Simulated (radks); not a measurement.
Values are calculated unless marked as measured or tabulated.
Q: The mean radii <r> (bohr) of the occupied orbitals of an atom or ion are listed with their occupations. Level of theory: Dirac Kohn-Sham, relativistic LDA (MacDonald-Vosko exchange, VWN5 correlation), spin-unpolarised, spherical densities, finite nucleus; Fermi nuclear charge, rms radius of each element as measured or else 0.836 A^(1/3) + 0.57 fm (a radial shooting solver on a logarithmic mesh with Libxc functionals).

orbital  occ.      <r>
1s1/2       2  0.03274
2s1/2       2   0.1415
2p1/2       2   0.1201
2p3/2       4   0.1249
3s1/2       2   0.3733
3p1/2       2   0.3618
3p3/2       4   0.3707
3d3/2       4   0.3350
3d5/2       2   0.3377

Name the element and its charge. Open shells, if any, fill j = l - 1/2 first.

A: Z = 45, rhodium, charge +21: Rh21+ in [Ar] 3d6. The 1s radius gives Z: for a bare nucleus <r> = (2 gamma + 1)/(2Z) with gamma = sqrt(1 - (Z/c)^2), 0.0321 bohr for Z = 45, and screening makes it slightly larger (0.03274 here). The occupations add up to 24, and the charge is Z minus that.
